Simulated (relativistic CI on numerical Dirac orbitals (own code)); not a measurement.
**Electric-dipole transitions in Se VI**

Computed by Dirac-Coulomb-Breit CI, separate exchange-only KLI orbitals for each configuration, model QED, valence Slater integrals scaled by 0.85, P86 correlation energy added to each configuration (own radial code, finite nucleus).

Configurations in the expansion (outside the closed core [Ar]): 3d¹⁰4s, 3d¹⁰4p, 3d¹⁰4d, 3d¹⁰4f, 3d¹⁰5s, 3d¹⁰5p, 3d⁹4s², 3d¹⁰5d, 3d¹⁰6s, 3d¹⁰6p, 3d¹⁰5f, 3d⁹4p², 3d¹⁰5g, 3d¹⁰6d, 3d⁸4s4p², 3d¹⁰7s. Levels of other configurations are missing.

```tsv
λ vac (Å)	Lower	Upper	A (s⁻¹)	E lower (eV)	E upper (eV)
184.75	3d¹⁰4p ²P°1/2 [2]	3d⁹4p² ²S1/2 [37]	1.62e+10	13.9340	81.0417
185.27	3d¹⁰4p ²P°1/2 [2]	3d⁹4p² ²D3/2 [35]	2.02e+10	13.9340	80.8551
462.78	3d¹⁰4p ²P°1/2 [2]	3d¹⁰5s ²S1/2 [6]	3.94e+09	13.9340	40.7254
464.30	3d¹⁰4d ²D5/2 [5]	3d¹⁰5f ²F°7/2 [18]	6.51e+08	34.6869	61.3906
474.77	3d¹⁰4p ²P°3/2 [3]	3d¹⁰5s ²S1/2 [6]	8.00e+09	14.6110	40.7254
599.74	3d¹⁰4p ²P°1/2 [2]	3d¹⁰4d ²D3/2 [4]	1.00e+10	13.9340	34.6068
617.58	3d¹⁰4p ²P°3/2 [3]	3d¹⁰4d ²D5/2 [5]	1.12e+10	14.6110	34.6869
620.05	3d¹⁰4p ²P°3/2 [3]	3d¹⁰4d ²D3/2 [4]	1.85e+09	14.6110	34.6068
791.45	3d¹⁰4d ²D3/2 [4]	3d¹⁰4f ²F°5/2 [10]	8.65e+09	34.6068	50.2722
795.52	3d¹⁰4d ²D5/2 [5]	3d¹⁰4f ²F°5/2 [10]	6.11e+08	34.6869	50.2722
795.68	3d¹⁰4d ²D5/2 [5]	3d¹⁰4f ²F°7/2 [9]	9.16e+09	34.6869	50.2691
848.57	3d¹⁰4s ²S1/2 [1]	3d¹⁰4p ²P°3/2 [3]	2.87e+09	0.0000	14.6110
889.80	3d¹⁰4s ²S1/2 [1]	3d¹⁰4p ²P°1/2 [2]	2.48e+09	0.0000	13.9340
1074.3	3d¹⁰4d ²D3/2 [4]	3d¹⁰5p ²P°3/2 [8]	2.09e+08	34.6068	46.1478
1081.8	3d¹⁰4d ²D5/2 [5]	3d¹⁰5p ²P°3/2 [8]	1.87e+09	34.6869	46.1478
1088.8	3d¹⁰4f ²F°7/2 [9]	3d¹⁰5g ²G9/2 [21]	5.67e+09	50.2691	61.6568
1088.8	3d¹⁰4f ²F°7/2 [9]	3d¹⁰5g ²G7/2 [20]	2.02e+08	50.2691	61.6565
1089.1	3d¹⁰4f ²F°5/2 [10]	3d¹⁰5g ²G7/2 [20]	5.46e+09	50.2722	61.6565
1097.8	3d¹⁰4d ²D3/2 [4]	3d¹⁰5p ²P°1/2 [7]	2.06e+09	34.6068	45.9004
1140.0	3d¹⁰5p ²P°1/2 [7]	3d¹⁰6s ²S1/2 [15]	1.15e+09	45.9004	56.7760
1166.6	3d¹⁰5p ²P°3/2 [8]	3d¹⁰6s ²S1/2 [15]	2.32e+09	46.1478	56.7760
1490.1	3d¹⁰5p ²P°1/2 [7]	3d¹⁰5d ²D3/2 [13]	2.11e+09	45.9004	54.2210
1529.5	3d¹⁰5p ²P°3/2 [8]	3d¹⁰5d ²D5/2 [14]	2.41e+09	46.1478	54.2541
1535.7	3d¹⁰5p ²P°3/2 [8]	3d¹⁰5d ²D3/2 [13]	3.97e+08	46.1478	54.2210
1728.7	3d¹⁰5d ²D3/2 [13]	3d¹⁰5f ²F°5/2 [19]	2.27e+09	54.2210	61.3932
1736.7	3d¹⁰5d ²D5/2 [14]	3d¹⁰5f ²F°5/2 [19]	1.61e+08	54.2541	61.3932
1737.3	3d¹⁰5d ²D5/2 [14]	3d¹⁰5f ²F°7/2 [18]	2.42e+09	54.2541	61.3906
2222.2	3d¹⁰6p ²P°1/2 [16]	3d¹⁰7s ²S1/2 [24]	4.27e+08	59.2715	64.8508
2271.9	3d¹⁰6p ²P°3/2 [17]	3d¹⁰7s ²S1/2 [24]	8.65e+08	59.3935	64.8508
2286.5	3d¹⁰5s ²S1/2 [6]	3d¹⁰5p ²P°3/2 [8]	5.52e+08	40.7254	46.1478
2395.8	3d¹⁰5s ²S1/2 [6]	3d¹⁰5p ²P°1/2 [7]	4.82e+08	40.7254	45.9004
2397.0	3d¹⁰5d ²D3/2 [13]	3d¹⁰6p ²P°3/2 [17]	7.69e+07	54.2210	59.3935
2412.4	3d¹⁰5d ²D5/2 [14]	3d¹⁰6p ²P°3/2 [17]	6.87e+08	54.2541	59.3935
2454.9	3d¹⁰5d ²D3/2 [13]	3d¹⁰6p ²P°1/2 [16]	7.45e+08	54.2210	59.2715
2952.1	3d¹⁰6p ²P°1/2 [16]	3d¹⁰6d ²D3/2 [22]	6.59e+08	59.2715	63.4713
3027.0	3d¹⁰6p ²P°3/2 [17]	3d¹⁰6d ²D5/2 [23]	7.54e+08	59.3935	63.4894
3040.4	3d¹⁰6p ²P°3/2 [17]	3d¹⁰6d ²D3/2 [22]	1.25e+08	59.3935	63.4713
3111.3	3d¹⁰4f ²F°7/2 [9]	3d¹⁰5d ²D5/2 [14]	1.47e+08	50.2691	54.2541
3139.8	3d¹⁰4f ²F°5/2 [10]	3d¹⁰5d ²D3/2 [13]	1.51e+08	50.2722	54.2210
4736.8	3d¹⁰6s ²S1/2 [15]	3d¹⁰6p ²P°3/2 [17]	1.66e+08	56.7760	59.3935
4968.2	3d¹⁰6s ²S1/2 [15]	3d¹⁰6p ²P°1/2 [16]	1.44e+08	56.7760	59.2715
5907.5	3d¹⁰5f ²F°7/2 [18]	3d¹⁰6d ²D5/2 [23]	8.02e+07	61.3906	63.4894
5966.0	3d¹⁰5f ²F°5/2 [19]	3d¹⁰6d ²D3/2 [22]	8.23e+07	61.3932	63.4713
46577.0	3d¹⁰5f ²F°7/2 [18]	3d¹⁰5g ²G9/2 [21]	1.27e+05	61.3906	61.6568
47079.8	3d¹⁰5f ²F°5/2 [19]	3d¹⁰5g ²G7/2 [20]	1.18e+05	61.3932	61.6565
```

Terms are leading LS components. Brackets give the number of a level in order of energy, since labels repeat. The list gives strong lines, with weight on those to low levels, without lines whose two gauges differ by over a factor of 2.5, among the lowest 42 of 263 levels, so that lines to higher ones, which can be the strongest, are missing. Levels whose partners in the same complex of configurations lie outside the list can be far off, and so can their lines. Rates are taken at the computed energies, electric ones in the length gauge.

At this charge configurations can still be misplaced by up to about 7 % of their energy. 5 of the 5 excited levels that our extract of the measured tables holds in this range could be paired (the sources list more); they are missed by 2712 cm⁻¹ on average and 5122 at most, and levels without a partner can miss by more.

LS names give the leading component of a level, which can be under half, so a name can repeat, a term be missing and a line seem to break the LS rules.
